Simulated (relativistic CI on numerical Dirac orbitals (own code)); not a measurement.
## Rh2+: L2,3 absorption edge

Computed with this model: Dirac-Coulomb-Breit CI, separate exchange-only KLI orbitals for each configuration, model QED, multiplet model of core-to-valence dipole absorption, unscaled Slater integrals; configurations [Kr] 4d7 → [He] 2s2 2p5 3s2 3p6 3d10 4s2 4p6 4d8; 80 K; Lorentzian 2.4 eV and Gaussian 0.5 eV FWHM. Energies are those of the free ion, without screening or charge transfer. The branching ratio is the share of the lower-energy edge in the whole absorption, uncertain by about 0.02 where the edges overlap. S is read from ⟨S²⟩ = S(S + 1).

Field parameters in Wybourne normalisation: D3d B²₀ = −7Dσ, B⁴₀ = −14Dq − 21Dτ, B⁴₃ = −14√(10/7) Dq; D4h B²₀ = −7Ds, B⁴₀ = 21(Dq − Dt), B⁴₄ = 21√(5/14) Dq; Oh B⁴₀ = 21Dq, B⁴₄ = √(5/14) B⁴₀; Td as Oh with Dq negative (B⁴₀ = 21Dq, B⁴₄ = √(5/14) B⁴₀). The field is a parameter set, without covalency.

Computed curve for D3d, 10Dq = 14350, Dσ = -830, Dτ = -200 cm⁻¹, scaled to 100 at the maximum (points under 2 are left out and the grid is thinned):

(Energy (eV), Intensity): (2995.75, 2.0), (2996.50, 2.4), (2997.50, 3.0), (2998.25, 3.6), (2999.00, 4.4), (2999.75, 5.6), (3000.75, 8.1), (3001.50, 11.2), (3002.25, 16.6), (3003.00, 26.6), (3004.00, 52.2), (3004.75, 72.4), (3005.50, 91.1), (3006.25, 100.0), (3007.25, 76.9), (3008.00, 53.3), (3008.75, 34.1), (3009.50, 21.7), (3010.50, 12.5), (3011.25, 8.8), (3012.00, 6.5), (3012.75, 5.0), (3013.75, 3.8), (3014.50, 3.1), (3015.25, 2.6), (3016.00, 2.2), (3144.00, 2.6), (3144.75, 3.7), (3145.50, 5.6), (3146.25, 9.3), (3147.25, 17.5), (3148.00, 23.0), (3148.75, 28.8), (3149.50, 28.2), (3150.50, 18.9), (3151.25, 12.3), (3152.00, 7.9), (3152.75, 5.0), (3153.75, 3.0), (3154.50, 2.2)

The ground state has S = 1.48, and the centroid lies at 3037.85 eV.
